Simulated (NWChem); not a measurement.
SnHOBrF2; SMILES [OH][Sn]([F])([F])[Br]

Results from NWChem. All runs use the structure optimised with PBE0/def2-SVP. Not confirmed as a minimum by frequencies. def2 effective core potentials on Sn; no spin-orbit coupling. Gas phase, vertical. One conformer.

B3LYP/def2-SVPD, TDA puts singlet state 4 at 6.22 eV with oscillator strength 0.133.

Task: Give the wavelength, the transition dipole and the radiative lifetime of that state in vacuum.

Result: 
1. λ = 1239.84/6.22 = 199 nm, or 50170 cm⁻¹.
2. f = (2/3) ΔE μ² in atomic units, so μ = √(1.5 f/ΔE) = 0.93 a.u. = 2.37 D.
3. τ = 1.499 s cm⁻² / (f ν²) = 4.5 ns, for a non-degenerate state that emits at the vertical energy; a higher state like this one mostly decays faster by other paths.
